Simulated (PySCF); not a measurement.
One of the candidates below gave these computed data.

All candidates are C7H9N.

- Rotational structure: rotational constants A, B, C: 2.888, 1.653, 1.065 GHz [GFN2-xTB]
- Dipole: 4.58 D [PBE0/pcSseg-1]
- 13C NMR: chemical shifts (computed TMS as zero) by class: 158.8 (1 C), 145.3 (1 C), 124.6 (1 C), 124.5 (1 C), 113.0 (1 C), 20.2 (1 C), 15.2 (1 C) ppm [GIAO PBE0/pcSseg-1]
- 1H NMR: chemical shifts (computed TMS as zero) by class: 7.54 (1 H), 5.72 (1 H), 5.71 (1 H), 2.17 (3 H), 1.98 (3 H) ppm [GIAO PBE0/pcSseg-1]
- NMR, other nuclei: isotropic shieldings of nuclei other than C and H, by class: -58 (1 N) ppm [GIAO PBE0/pcSseg-1]

Gas-phase values; electronic properties from PySCF, density fitting. Levels stand in brackets. Isolated species at its GFN2-xTB geometry (one conformer only). Each NMR value is the plain mean over a class of atoms that symmetry, rotation or inversion makes alike.

Question: Which candidate is it?
A. `C=C/C(C)=C(/C)C#N`
B. `C#CC[C@@H](C)CC#N`
C. `C=C[C@H](C)/C=C/C#N`

Answer: A. It is `C=C/C(C)=C(/C)C#N`. Numbering: `[CH2:1]=[CH:2]/[C:3]([CH3:4])=[C:5](/[CH3:6])[C:7]#[N:8]`. Its formula, C7H9N, gives 4 degrees of unsaturation: 0 rings and 4 π bonds in the structure found. 7 carbons fall into 7 classes; from least to most shielded: fully substituted alkene carbon [C3] (158.8 ppm), alkene CH carbon [C2] (145.3 ppm), terminal =CH2 carbon [C1] (124.6 ppm), nitrile carbon [C7] (124.5 ppm), fully substituted alkene carbon [C5] (113.0 ppm), allylic carbon [C6] (20.2 ppm), allylic carbon [C4] (15.2 ppm). Hydrogen classes from least to most shielded: 1 H on an alkene CH carbon, C2 (7.54 ppm), 1 H on a terminal =CH2 carbon, C1 (5.72 ppm), 1 H on a terminal =CH2 carbon, C1 (5.71 ppm), 3 H on an allylic carbon, C6 (2.17 ppm), 3 H on an allylic carbon, C4 (1.98 ppm). The other shieldings belong to: -58 ppm, nitrile nitrogen [N8]. The optimised geometry has point group Cs and is an asymmetric top.

The others, at the same levels:
- `C#CC[C@@H](C)CC#N` fails: its computed 13C shifts are 122.3 (1 C), 87.7 (1 C), 77.1 (1 C), 36.0 (1 C), 25.9 (1 C), 22.7 (1 C), 21.4 (1 C) ppm, 1H shifts are 3.20 (1 H), 2.56 (1 H), 2.26 (1 H), 2.14 (1 H), 1.85 (1 H), 1.50 (1 H), 1.20 (3 H) ppm and smallest rotational constant is 1.166 GHz (against 1.065 GHz).
- `C=C[C@H](C)/C=C/C#N` fails: its computed 13C shifts are 168.6 (1 C), 148.7 (1 C), 122.5 (1 C), 122.2 (1 C), 103.9 (1 C), 52.3 (1 C), 23.6 (1 C) ppm, 1H shifts are 6.74 (1 H), 5.92 (1 H), 5.47 (1 H), 5.38 (1 H), 5.34 (1 H), 2.78 (1 H), 1.21 (3 H) ppm and rotational constant A is 4.099 GHz (against 2.888 GHz).

Each candidate is one conformer, not necessarily the lowest. The conformers computed, where there is a choice (atom-mapped SMILES and torsion angles):
- `[CH2:1]=[CH:2]/[C:3]([CH3:4])=[C:5](/[CH3:6])[C:7]#[N:8]`: C1–C2–C3–C4 0°
- `[CH:1]#[C:2][CH2:3][C@@H:4]([CH3:5])[CH2:6][C:7]#[N:8]`: C2–C3–C4–C5 175°, C3–C4–C6–C7 -63°
- `[CH2:1]=[CH:2][C@H:3]([CH3:4])/[CH:5]=[CH:6]/[C:7]#[N:8]`: C1–C2–C3–C4 -122°, C2–C3–C5–C6 -116°
